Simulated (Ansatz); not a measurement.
The cluster Ag₃Te₄⁺, relaxed as a singlet with RKS PBE-D4/def2-SVP in Ansatz, starting from the GFN1-xTB geometry. Force threshold 0.02 eV/Å.

In the def2 sets Ag, Te take a core potential; there is no spin–orbit coupling. The structure comes from a short search, and lower isomers may exist.

Start:

```tsv
atom	x (Å)	y (Å)	z (Å)
Ag1	1.9775	0.5034	1.1826
Ag2	-1.6720	-1.4593	-0.4228
Ag3	-0.8454	0.5405	1.4028
Te4	0.6880	-1.9287	0.8964
Te5	0.4385	1.7957	-0.8621
Te6	-2.2066	1.1748	-0.8736
Te7	1.6201	-0.6263	-1.3233
```

```csv
step,energy (eV),largest force component (eV/Å),SCF passes
1,-41170.1224,1.536,24
2,-41170.3237,0.919,28
3,-41170.4874,0.288,23
4,-41170.5105,0.501,27
5,-41170.5672,0.356,29
6,-41170.6321,0.158,27
7,-41170.7018,0.163,28
8,-41170.7197,0.287,28
9,-41170.7935,0.281,27
10,-41170.8709,0.267,27
11,-41170.9408,0.129,27
12,-41170.9591,0.153,22
13,-41170.9667,0.066,21
14,-41170.9681,0.018,22
```

Force components are those of the run's own axes.

End:

```xyz
7

Ag    1.694    1.040    1.244
Ag   -1.612   -1.023   -1.369
Ag   -1.099   -0.247    1.574
Te    1.228   -1.668    1.489
Te    0.615    1.605   -1.313
Te   -2.040    1.490   -0.309
Te    1.215   -1.198   -1.316
```

Bonds lost: Ag2–Te4, Ag3–Te5 (atoms count from 1). The end is the same structure that another start reached.

No frequencies were taken in this run, so the end may be a saddle point.

Run time 65 s (4 threads of Arm Neoverse V1 on a shared host).
